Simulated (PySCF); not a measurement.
All of these have the formula C4H12Si3. Method: PySCF, TDDFT CAM-B3LYP/def2-SVPD, vertical, gas phase, core orbitals frozen in the response. Geometries: GFN2-xTB; one conformer of each isolated species. Triplets are in the Tamm–Dancoff approximation.

**Question.** Rank by computed lowest singlet excitation energy, lowest first.
A. `C#CCC[SiH]([SiH3])[SiH3]`
B. `[SiH3][SiH]([SiH3])[C@H](C)C#C`
C. `[SiH2]1[C@H](C=C)[SiH2][C@@H]1[SiH3]`
D. `C=C[SiH2]/C([SiH3])=C/[SiH3]`
E. `[SiH3]C([SiH3])([SiH3])C1=CC1`
F. `[SiH3]/C=C\[SiH2][SiH]1CC1`
G. `C#C[SiH2][SiH2][SiH2]CC`

**Answer.** D (4.92 eV), F (5.24 eV), C (5.68 eV), E (5.94 eV), G (6.06 eV), B (6.37 eV), A (6.55 eV).

| SMILES | S1 (eV) | LUMO (eV) | gap (eV) | first f ≥ 0.01 (nm) | HOMO (eV) | S1 mainly |
| --- | --- | --- | --- | --- | --- | --- |
| C=C[SiH2]/C([SiH3])=C/[SiH3] | 4.92 | -0.17 | 8.86 | 198 | -9.02 | H→L (96%) |
| [SiH3]/C=C\[SiH2][SiH]1CC1 | 5.24 | -0.13 | 7.90 | 217 | -8.03 | H→L (85%) |
| C=C[C@H]1[SiH2][C@@H]([SiH3])[SiH2]1 | 5.68 | 0.48 | 8.48 | 187 | -8.00 | H→L (87%) |
| [SiH3]C([SiH3])([SiH3])C1=CC1 | 5.94 | 0.87 | 8.93 | 209 | -8.06 | H→L (92%) |
| C#C[SiH2][SiH2][SiH2]CC | 6.06 | 0.48 | 9.61 | 197 | -9.13 | H→L+2 (20%) |
| C#C[C@@H](C)[SiH]([SiH3])[SiH3] | 6.37 | 0.53 | 9.24 | 190 | -8.71 | H→L+5 (20%) |
| C#CCC[SiH]([SiH3])[SiH3] | 6.55 | 0.33 | 9.44 | 189 | -9.11 | H-2→L (67%) |

H and L stand for HOMO and LUMO.

- `C=C[SiH2]/C([SiH3])=C/[SiH3]`: Löwdin shares by element: HOMO carbon 44% or more, silicon 23% or more (atoms not listed hold the other 33%); LUMO carbon 58% or more, silicon 18% or more (atoms not listed hold the other 24%).
- `[SiH3]/C=C\[SiH2][SiH]1CC1`: Löwdin shares by element: HOMO carbon 50% or more, silicon 30% or more (atoms not listed hold the other 20%); LUMO carbon 54% or more, silicon 21% or more (atoms not listed hold the other 25%).
- `C=C[C@H]1[SiH2][C@@H]([SiH3])[SiH2]1`: Löwdin shares by element: HOMO carbon 72% or more, silicon 7% or more (atoms not listed hold the other 21%); LUMO silicon 44%, carbon 9% or more (atoms not listed hold the other 47%).
- `[SiH3]C([SiH3])([SiH3])C1=CC1`: Löwdin shares by element: HOMO carbon 76% (atoms not listed hold the other 24%); LUMO carbon 53% or more, silicon 8% or more (atoms not listed hold the other 39%).
- `C#C[SiH2][SiH2][SiH2]CC`: Löwdin shares by element: HOMO carbon 37% or more, silicon 36% or more (atoms not listed hold the other 28%); LUMO silicon 58%, hydrogen 10% or more (atoms not listed hold the other 32%).
- `C#C[C@@H](C)[SiH]([SiH3])[SiH3]`: Löwdin shares by element: HOMO carbon 73% or more, silicon 10% or more (atoms not listed hold the other 17%); LUMO silicon 64%, hydrogen 9% or more (atoms not listed hold the other 27%).
- `C#CCC[SiH]([SiH3])[SiH3]`: Löwdin shares by element: HOMO carbon 81% or more, silicon 5% or more; LUMO silicon 64%, hydrogen 8% or more (atoms not listed hold the other 28%).
